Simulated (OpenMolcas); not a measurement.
# Ionisation energies of xenon

| Item | Value |
| --- | --- |
| Program | OpenMolcas |
| Basis | ANO-R2 [7s6p4d2f1g] |
| Scalar Hamiltonian | X2C, finite nucleus |
| Spin-orbit coupling | RASSI with atomic mean-field integrals over the reference wave functions, term energies averaged over their components |

Active shells in each charge state: the valence s, p shells, with orbitals averaged over the low states. Where CASPT2's correlated closed shells are named, they are those of the first ion.

A. CASSCF
B. SS-CASPT2, IPEA 0.25 Eh, imaginary shift 0.1 Eh (closed shells correlated: 4s 4p 4d)

Energies in eV between the lowest computed levels, named as in B; reference values from the NIST Atomic Spectra Database with their kind.

```tsv
From	To	A	B	Spin-orbit share in B	Reference
Xe 5s2 5p6 1S0	Xe+ 5s2 5p5 2P* 3/2	11.261	11.975	-0.396	12.130 (measured)
Xe+ 5s2 5p5 2P* 3/2	Xe2+ 5s2 5p4 3P2	19.902	20.756	-0.250	20.975 (semi-empirical)
Xe2+ 5s2 5p4 3P2	Xe3+ 5s2 5p3 4S* 3/2	29.579	30.696	+0.346	31.050 (semi-empirical)
Xe3+ 5s2 5p3 4S* 3/2	Xe4+ 5s2 5p2 3P0	41.566	42.559	-1.219	42.200 (measured)
Xe4+ 5s2 5p2 3P0	Xe5+ 5s2 5p 2P* 1/2	53.639	54.681	+0.349	54.100 (semi-empirical)
Xe5+ 5s2 5p 2P* 1/2	Xe6+ 5s2 1S0	65.278	66.500	+1.169	66.703 (measured)
Xe6+ 5s2 1S0	Xe7+ 5s 2S 1/2	90.510	91.697	+0.000	91.600 (semi-empirical)
Xe7+ 5s 2S 1/2	Xe8+ 4d10 1S0	104.106	105.790	+0.000	105.978 (measured)
```

Error against the reference values, in %:

| From | Reference | A | B |
| --- | --- | --- | --- |
| Xe | measured | -7.2 | -1.3 |
| Xe+ | semi-empirical | -5.1 | -1.0 |
| Xe2+ | semi-empirical | -4.7 | -1.1 |
| Xe3+ | measured | -1.5 | +0.9 |
| Xe4+ | semi-empirical | -0.9 | +1.1 |
| Xe5+ | measured | -2.1 | -0.3 |
| Xe6+ | semi-empirical | -1.2 | +0.1 |
| Xe7+ | measured | -1.8 | -0.2 |

Mean absolute error over the 4 measured values: A 1.20 eV, B 0.23 eV. B lies closest.

* marks odd parity.
